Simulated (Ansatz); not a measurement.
Relaxation of CH$_{5}$GaSi (8 atoms, charge 0, multiplicity 1), to a largest force component of 0.02 eV/Å in at most 50 steps.

The calculation used RKS BHLYP/def2-SVP (Ansatz).

```xyz
8
Properties=species:S:1:pos:R:3
C -0.630 -0.436 -0.824
Si 0.778 0.269 0.118
Ga -0.891 -0.599 1.658
H -0.666 0.131 -1.822
H -1.608 -0.212 -0.280
H 0.508 1.673 0.530
H 2.006 0.245 -0.731
H 0.594 -1.128 1.294
```

Question: Where does it end, and by what steps?

Answer: The run converged. The force dipped under the threshold on the way, but the program's further checks kept it going. After 24 steps the energy has fallen by 4.434 eV; Ga3 moved furthest, 2.17 Å. Parted: Si2–Ga3 (2.43 → 3.36 Å), Ga3–H8 (1.62 → 3.68 Å).

```csv
step,energy less start (eV),largest force component (eV/Å),accepted
0,0.0000,3.576,yes
1,-1.2721,1.775,yes
2,-1.9828,1.037,yes
3,-2.5717,0.814,yes
4,-3.1234,0.909,yes
5,-3.6131,1.338,yes
6,-4.0093,0.471,yes
7,-4.2274,0.384,yes
8,-4.3343,0.301,yes
9,-4.3748,0.194,yes
10,-4.3645,0.252,no
11,-4.3833,0.050,yes
12,-4.3827,0.094,no
13,-4.3843,0.009,yes
14,-4.3845,0.013,yes
15,-4.3846,0.009,yes
16,-4.3865,0.122,yes
17,-4.3822,0.450,no
18,-4.3915,0.090,yes
19,-4.3998,0.108,yes
20,-4.4084,0.264,yes
21,-4.4132,0.376,yes
22,-4.4221,0.254,yes
23,-4.4253,0.212,yes
24,-4.4341,0.013,yes
```

```xyz
8
Properties=species:S:1:pos:R:3
C -0.848 -0.228 -0.289
Si 0.845 0.388 0.193
Ga -1.366 -2.146 0.219
H -0.968 -0.141 -1.378
H -1.609 0.421 0.169
H 1.070 1.825 -0.112
H 1.900 -0.387 -0.511
H 1.068 0.211 1.653
```

Whether the end is a true minimum wasn't checked by a vibrational analysis.

Time of the run: 32 s on 2 threads of Intel(R) Xeon(R) 6975P-C (Granite Rapids) (shared host), peak memory 0.2 GiB.
